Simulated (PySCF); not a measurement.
Steps of a relaxation of [Lu(BH4)4]−

[Lu(BH4)4]− (singlet in the valence; each metal's 4f electrons, 14 of them, lie in its core potential, out of spins and levels; a saddle point, relaxed within its symmetry). PySCF 2.14.0, RKS PBE0, Lu lcecp-1-SVP with ECP60, B def2-SVP, H def2-SVP; non-relativistic Hamiltonian with scalar-relativistic core potentials where named; density fitting; no spin-orbit coupling. Origin of the start: template. Columns: position (Å) and force (eV/Å). Energies are counted from the last step; some of the 12 steps are shown. Forces carry noise of the integration grid, about 0.01 to 0.03 eV/Å.

Run from Python with OMP_NUM_THREADS=4. Where DIIS fails, smearing, a level shift and second-order steps follow.
It took 110 s on 4 threads of Intel(R) Xeon(R) Platinum 8488C (Sapphire Rapids), with other jobs on the host, from the converged density of the start.

```xyz
21
step 0  E = 0.167 eV
Lu    0.0000    0.0000    0.0000     0.00    0.00    0.18
B     1.3880    1.3880    1.3880     0.24    0.24    0.23
H     2.0808    2.0808    2.0808     0.24    0.24    0.22
H     0.6666    0.6666    2.1103     0.21    0.21   -0.35
H     2.1103    0.6666    0.6666    -0.28    0.06    0.05
H     0.6666    2.1103    0.6666     0.06   -0.28    0.05
B    -1.3880   -1.3880    1.3880    -0.24   -0.24    0.23
H    -2.0808   -2.0808    2.0808    -0.24   -0.24    0.22
H    -0.6666   -0.6666    2.1103    -0.21   -0.21   -0.35
H    -2.1103   -0.6666    0.6666     0.28   -0.06    0.05
H    -0.6666   -2.1103    0.6666    -0.06    0.28    0.05
B     1.3880   -1.3880   -1.3880     0.24   -0.24   -0.32
H     2.0808   -2.0808   -2.0808     0.22   -0.22   -0.23
H     1.6291   -1.6291   -0.1854    -0.19    0.19   -0.09
H     0.1854   -1.6291   -1.6291     0.10    0.17    0.17
H     1.6291   -0.1854   -1.6291    -0.17   -0.10    0.17
B    -1.3880    1.3880   -1.3880    -0.24    0.24   -0.32
H    -2.0808    2.0808   -2.0808    -0.22    0.22   -0.23
H    -1.6291    1.6291   -0.1854     0.19   -0.19   -0.09
H    -0.1854    1.6291   -1.6291    -0.10   -0.17    0.17
H    -1.6291    0.1854   -1.6291     0.17    0.10    0.17
```

```xyz
21
step 4  E = 0.006 eV
Lu    0.0000    0.0000    0.0250     0.00    0.00    0.13
B     1.4480    1.4480    1.4066    -0.04   -0.04   -0.07
H     2.1632    2.1632    2.0782     0.00    0.00   -0.01
H     0.7241    0.7241    2.1071     0.03    0.03    0.02
H     2.1035    0.6902    0.6700     0.02    0.02   -0.01
H     0.6902    2.1035    0.6700     0.02    0.02   -0.01
B    -1.4480   -1.4480    1.4066     0.04    0.04   -0.07
H    -2.1632   -2.1632    2.0782     0.00    0.00   -0.01
H    -0.7241   -0.7241    2.1071    -0.03   -0.03    0.02
H    -2.1035   -0.6902    0.6700    -0.02   -0.02   -0.01
H    -0.6902   -2.1035    0.6700    -0.02   -0.02   -0.01
B     1.4081   -1.4081   -1.4140    -0.06    0.06    0.04
H     2.1049   -2.1049   -2.1216     0.00    0.00    0.00
H     1.6123   -1.6123   -0.1986     0.01   -0.01   -0.01
H     0.1924   -1.6079   -1.6051     0.00   -0.01   -0.01
H     1.6079   -0.1924   -1.6051     0.01    0.00   -0.01
B    -1.4081    1.4081   -1.4140     0.06   -0.06    0.04
H    -2.1049    2.1049   -2.1216     0.00    0.00    0.00
H    -1.6123    1.6123   -0.1986    -0.01    0.01   -0.01
H    -0.1924    1.6079   -1.6051     0.00    0.01   -0.01
H    -1.6079    0.1924   -1.6051    -0.01    0.00   -0.01
```

```xyz
21
step 7  E = 0.000 eV
Lu    0.0000    0.0000    0.0484     0.00    0.00    0.07
B     1.4654    1.4654    1.3944    -0.02   -0.02   -0.02
H     2.1921    2.1921    2.0409     0.00    0.00    0.01
H     0.7541    0.7541    2.1247     0.01    0.01   -0.03
H     2.1153    0.7007    0.6605    -0.01    0.00    0.00
H     0.7007    2.1153    0.6605     0.00   -0.01    0.00
B    -1.4654   -1.4654    1.3944     0.02    0.02   -0.02
H    -2.1921   -2.1921    2.0409     0.00    0.00    0.01
H    -0.7541   -0.7541    2.1247    -0.01   -0.01   -0.03
H    -2.1153   -0.7007    0.6605     0.01    0.00    0.00
H    -0.7007   -2.1153    0.6605     0.00    0.01    0.00
B     1.3951   -1.3951   -1.4054    -0.01    0.01    0.01
H     2.0889   -2.0889   -2.1186     0.01   -0.01   -0.01
H     1.6086   -1.6086   -0.1928     0.00    0.00   -0.01
H     0.1800   -1.5971   -1.5943     0.00    0.00    0.00
H     1.5971   -0.1800   -1.5943     0.00    0.00    0.00
B    -1.3951    1.3951   -1.4054     0.01   -0.01    0.01
H    -2.0889    2.0889   -2.1186    -0.01    0.01   -0.01
H    -1.6086    1.6086   -0.1928     0.00    0.00   -0.01
H    -0.1800    1.5971   -1.5943     0.00    0.00    0.00
H    -1.5971    0.1800   -1.5943     0.00    0.00    0.00
```

**Question.** Where does the relaxation end?

**Answer.** It converges at step 11 in C2v:
```xyz
21
step 11  E = 0
Lu    0.0000    0.0000    0.0537
B     1.4643    1.4643    1.3924
H     2.1896    2.1896    2.0432
H     0.7529    0.7529    2.1202
H     2.1132    0.6997    0.6591
H     0.6997    2.1132    0.6591
B    -1.4643   -1.4643    1.3924
H    -2.1896   -2.1896    2.0432
H    -0.7529   -0.7529    2.1202
H    -2.1132   -0.6997    0.6591
H    -0.6997   -2.1132    0.6591
B     1.3927   -1.3927   -1.4046
H     2.0863   -2.0863   -2.1195
H     1.6080   -1.6080   -0.1928
H     0.1781   -1.5948   -1.5920
H     1.5948   -0.1781   -1.5920
B    -1.3927    1.3927   -1.4046
H    -2.0863    2.0863   -2.1195
H    -1.6081    1.6081   -0.1928
H    -0.1781    1.5948   -1.5920
H    -1.5948    0.1781   -1.5920
```

**Question.** How did the contacts change?

**Answer.** 
| contact | start (Å) | end (Å) |
| --- | --- | --- |
| Lu1–H4 (BH4) | 2.311 | 2.325 |
| Lu1–H9 (BH4) | 2.311 | 2.325 |
| Lu1–H15 (BH4) | 2.311 | 2.299 |
| Lu1–H20 (BH4) | 2.311 | 2.299 |
| Lu1–H5 (BH4) | 2.311 | 2.307 |
| Lu1–H10 (BH4) | 2.311 | 2.307 |
| Lu1–H14 (BH4) | 2.311 | 2.287 |
| Lu1–H19 (BH4) | 2.311 | 2.287 |


An lcecp potential fixes the number of 4f electrons, so in runs with it no electron can move into or out of that shell.
